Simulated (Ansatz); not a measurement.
```xyz
4

Al    0.0225   -0.0352   -0.0274
Cl    2.1244   -0.0067   -0.0197
Cl   -1.0471    1.7515   -0.0067
Cl   -1.0503   -1.8456    0.0184
```

Basis set: 6-31G* (spherical functions). Left uncorrelated: 20 orbitals. Charge 0, multiplicity 1.

Computed with Ansatz (development build ahead of 0.2.0); each method stands on the lowest determinant of its kind that the runs found. Restricted open shells among the atoms or ions are ROHF, correlated in semicanonical orbitals with singles.

Give the atomization energy at this shape (free ground-state atoms in the same class of orbitals less the molecule, no zero-point energy) of singlet AlCl₃ by RHF-MP2, RHF.

```json
{"method": "RHF-MP2", "atomization energy": "1213.7 kJ/mol"}
{"method": "RHF", "atomization energy": "1018.3 kJ/mol"}
```
